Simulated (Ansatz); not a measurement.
Molecule: CH₃F₃Sn (charge 0, singlet). 
Coordinates optimised at B3LYP-D3(BJ)/def2-TZVP (Ansatz, a program for electronic structure):
SMILES: [F][Sn]([F])([F])[CH3]
```xyz
8

C     -2.1314    -0.0307     0.1259
Sn    -0.0118    -0.0002     0.0007
F      0.7301     1.7372    -0.2973
F      0.8747    -0.6323     1.5730
F      0.7047    -1.0717    -1.4122
H     -2.4307     0.6053     0.9549
H     -2.5314     0.3452    -0.8121
H     -2.4457    -1.0574     0.2949
```
Charge 0, spin multiplicity 1.

Quantity: vertical ionisation energy (to the doublet state of charge +1; each state is the SCF solution reached for its spin; the molecule has degenerate orbitals, so one determinant may break the symmetry), in eV. Valence correlation only, unless marked. Open shells are spin-unrestricted. Spin-orbit coupling is left out. Frozen are the shells of the preceding noble gas and the d and f shells that filled before the atom's block. In def2 rows, elements after Kr have scalar-relativistic effective core potentials. CBS marks a two-point X^-3 extrapolation of the correlation energy; Hartree-Fock from the larger set. The bracket is a focal-point correction in the basis named.

| level | program | vertical ionisation energy (eV) |
|---|---|---|
| HF/def2-QZVPPD | Ansatz | 11.99 |

### Question
What does RI-MP2/CBS(def2-TZVPPD,def2-QZVPPD)+[CCSD(T)-MP2]/def2-TZVPPD (Ansatz) give?

### Answer
12.76 eV
